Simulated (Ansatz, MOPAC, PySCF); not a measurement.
Species: SbBr$_{2}$ (charge 0, doublet). SMILES: [Br][Sb][Br]
Structure (B3LYP-D3(BJ)/def2-TZVP (Ansatz, a first-principles code) minimum search):
```
Sb
Br 1 2.5221
Br 1 2.5221 2 99.99
```
Charge 0, spin multiplicity 2.

Property: vertical electron affinity to the singlet, in eV. Set-up: def2 sets with scalar-relativistic core potentials past Kr; each state is the SCF solution reached for its charge and spin; STO-3G and 3-21G all-electron and non-relativistic; LANL2DZ with its own core potentials from Na on; UHF or UKS for open shells; spin-orbit terms left out; no dispersion term unless named; valence correlation only (noble-gas shells and the d and f shells of earlier blocks); PM7 with its own dispersion and hydrogen-bond terms. Ab initio and DFT rows: single points at B3LYP-D3(BJ) geometries (Ansatz). Semi-empirical rows: differences of heats of formation at the shared geometry for vertical values. Sets without +, aug- or the D of def2-TZVPD hold no diffuse functions, which anions need.

```
level               program  vertical electron affinity to the singlet (eV)
------------------  -------  ----------------------------------------------
PM7                   MOPAC                                            2.48
HF/LANL2DZ           Ansatz                                            1.45
PBE/LANL2DZ          Ansatz                                            1.66
B3LYP/3-21G          Ansatz                                            1.46
M06-2X/LANL2DZ        PySCF                                            2.09
MP2/LANL2DZ          Ansatz                                            1.30
PBE/def2-TZVPD       Ansatz                                            1.67
B3LYP/def2-TZVPD     Ansatz                                            1.82
wB97M-V/def2-TZVPD   Ansatz                                            1.89
```

No value to compare with is used here. The 6 habitual levels span 1.30 (MP2/LANL2DZ) to 2.48 eV (PM7); wB97M-V/def2-TZVPD gives 1.89.

The levels are drawn from those run, B3LYP/6-31G* more often than the rest, none by its result; left out are runs that failed, that the program found above a lower state of the same kind, or whose <S^2> lies over 0.5 above the pure value.
